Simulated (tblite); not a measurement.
C₆H₁₁As.
Geometry (GFN2-xTB, Å), atoms numbered from 1 in this order:
```xyz
18
C6H11As angstrom
C     -3.020    1.180    0.360
C     -1.783    0.468    0.115
C     -0.764   -0.134   -0.085
C      0.465   -0.844   -0.361
C      0.338   -1.674   -1.638
As     1.964    0.495   -0.523
C      2.035    0.956    1.393
H     -3.737    0.531    0.865
H     -2.834    2.053    0.985
H     -3.451    1.511   -0.586
H      0.689   -1.502    0.489
H      0.110   -1.026   -2.485
H     -0.459   -2.410   -1.544
H      1.276   -2.193   -1.843
H      3.036   -0.571   -0.428
H      2.037    0.067    2.022
H      2.927    1.543    1.611
H      1.161    1.558    1.642
```

Calculated harmonic vibrations of the isolated species, GFN2-xTB (tblite), most abundant isotopes, no scaling. Against measured fundamentals such values can be off by several per cent, at times by over 20. Modes of hydrogen on arsenic can be 10 to 20 % off. One conformer, not necessarily the lowest. The optimisation stopped once no atom felt more than 0.01 eV/Å.

Lowest wavenumbers of the output (negative numbers stand for imaginary wavenumbers):
```
mode    cm-1
  1     -28.3
  2      45.4
  3      73.7
  4     133.4
  5     140.6
  6     165.7
  7     211.9
  8     237.0
  9     244.5
 10     282.6
```

Problem. Is this structure a minimum?

Solution. Not by this Hessian. 1 mode is imaginary beyond 20i (28i cm⁻¹), so at this level the point lies at or near a first-order saddle. The curvature is small, so loose convergence or finite differences may be the whole cause.

Problem. Which atoms move in the imaginary mode?

Solution. 28i: H10 (methyl hydrogen) 33 %, H9 (methyl hydrogen) 33 %, H8 (methyl hydrogen) 32 %. These are shares of the mass-weighted motion.

Problem. What is the remedy?

Solution. Step along that mode in both directions, optimise again with tighter thresholds and repeat the frequencies. The zero-point energy of this point (90.2 kcal/mol) counts the 47 real modes alone, and thermal corrections from it aren't those of a minimum.
